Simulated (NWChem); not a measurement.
C2H2N in NWChem

```xyz
5

C      0.0000     0.0000     1.2008
C      0.0000     0.0000    -0.1852
N      0.0000     0.0000    -1.3727
H      0.9494     0.0000     1.7575
H     -0.9494     0.0000     1.7575
```
Charge 0, spin multiplicity 2.

Program: NWChem. All single points use one geometry, from UPBE/def2-SVP, a minimum by its harmonic frequencies. It is one conformer; others weren't searched.

The structure started from a generated list of species. The unpaired electrons of the parent sit in orbitals of symmetry b2 (C2v labels of the run); other states weren't searched. No SCF solution was tested for a lower state.

Worked example. At BHandHLYP/def2-TZVP the molecule has a total energy of -132.06353 Ha and the free atoms (multiplicities C 3, N 4, H 2) C -37.84774, N -54.59085, H -0.49854 Ha. The electronic atomisation energy is the atoms' sum less the molecule's energy.

2·(-37.84774) + 1·(-54.59085) + 2·(-0.49854) = -131.28341 Ha for the atoms; less the molecule's energy this leaves 0.78012 Ha, or 489.5 kcal/mol (2048 kJ/mol), without zero-point, thermal or spin-orbit terms.
